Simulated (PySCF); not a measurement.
Gas-phase reaction: Hf(NH₂)₄ + 4 Cl₂ = HfCl₄ + 4 HCl + 2 N₂H₂

Computed with PySCF (xtb for GFN2) and rigid-rotor harmonic-oscillator thermochemistry at 1 bar. † marks an energy on the PBE0/def2-TZVP geometry and frequencies; other levels use their own. MP2 and CCSD(T) freeze the core. All species are closed-shell singlets. B3LYP is the form with VWN-RPA correlation. Hf: scalar-relativistic def2 core potential, no spin-orbit coupling. Hf(NH₂)₄: computed as isolated molecules; such fragments, hydroxides, amides, oligomers or adducts are transient or little studied in the gas. MP2 isn't extrapolated to the basis-set limit; its ΔH°(298 K) is -683.3 kJ in def2-SVP and -560.0 kJ in def2-TZVPP. CCSD(T) isn't extrapolated to the basis-set limit. The harmonic model lacks anharmonicity and excited electronic states, which grow with temperature; levels with a mode under 35 cm⁻¹ are left out. Soft modes under 120 cm⁻¹ make the harmonic entropy rough for Hf(NH₂)₄, HfCl₄.

```json
[
 {"level": "B3LYP/def2-TZVP†", "ΔE electronic, kJ": "-488", "ΔH°(298 K), kJ": "-514", "ΔS°(298 K), J/K": "253", "ΔG°(1600 K), kJ": "-875"},
 {"level": "BLYP/def2-TZVP†", "ΔE electronic, kJ": "-480", "ΔH°(298 K), kJ": "-506", "ΔS°(298 K), J/K": "253", "ΔG°(1600 K), kJ": "-867"},
 {"level": "CCSD(T)/def2-SVP†", "ΔE electronic, kJ": "-656", "ΔH°(298 K), kJ": "-681", "ΔS°(298 K), J/K": "253", "ΔG°(1600 K), kJ": "-1043"},
 {"level": "GFN2-xTB", "ΔE electronic, kJ": "-207", "ΔH°(298 K), kJ": "-233", "ΔS°(298 K), J/K": "236", "ΔG°(1600 K), kJ": "-566"},
 {"level": "HF/def2-TZVP†", "ΔE electronic, kJ": "-612", "ΔH°(298 K), kJ": "-638", "ΔS°(298 K), J/K": "253", "ΔG°(1600 K), kJ": "-999"},
 {"level": "MP2/def2-TZVPP†", "ΔE electronic, kJ": "-534", "ΔH°(298 K), kJ": "-560", "ΔS°(298 K), J/K": "253", "ΔG°(1600 K), kJ": "-921"},
 {"level": "PBE/def2-TZVP†", "ΔE electronic, kJ": "-455", "ΔH°(298 K), kJ": "-480", "ΔS°(298 K), J/K": "253", "ΔG°(1600 K), kJ": "-842"},
 {"level": "PBE0/def2-TZVP", "ΔE electronic, kJ": "-476", "ΔH°(298 K), kJ": "-501", "ΔS°(298 K), J/K": "253", "ΔG°(1600 K), kJ": "-863"},
 {"level": "r2SCAN/def2-TZVP†", "ΔE electronic, kJ": "-494", "ΔH°(298 K), kJ": "-519", "ΔS°(298 K), J/K": "253", "ΔG°(1600 K), kJ": "-881"},
 {"level": "ωB97M-V/def2-TZVP†", "ΔE electronic, kJ": "-484", "ΔH°(298 K), kJ": "-510", "ΔS°(298 K), J/K": "253", "ΔG°(1600 K), kJ": "-871"}
]
```
ΔH° is lowest at CCSD(T)/def2-SVP† and highest at GFN2-xTB. No reference value is set beside these.
